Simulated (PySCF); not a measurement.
ScCl3, optimised at PBE/def2-SVP:

```xyz
4

Sc     0.5271    -0.2039    -0.3379
Cl    -0.1215     0.9841    -2.1633
Cl    -0.1397    -2.3621    -0.0900
Cl     1.8331     0.7702     1.2462
```

Energies from PySCF, thermal terms from the rigid-rotor harmonic-oscillator model, ideal gas at 1 bar. 6-31G* has spherical d functions here. All species are closed-shell singlets. B3LYP is the form with VWN-RPA correlation.

Task: List the harmonic frequencies (cm⁻¹, unscaled) at this level and at the other levels, each on its own geometry.

Result: 
- PBE/def2-SVP: 54, 93, 94, 342, 475, 476
- B3LYP/6-31G*: 64, 93, 94, 340, 471, 471
- HF/6-31G*: 94, 98, 98, 344, 471, 471
- PBE0/def2-TZVP: 68, 93, 94, 352, 482, 483
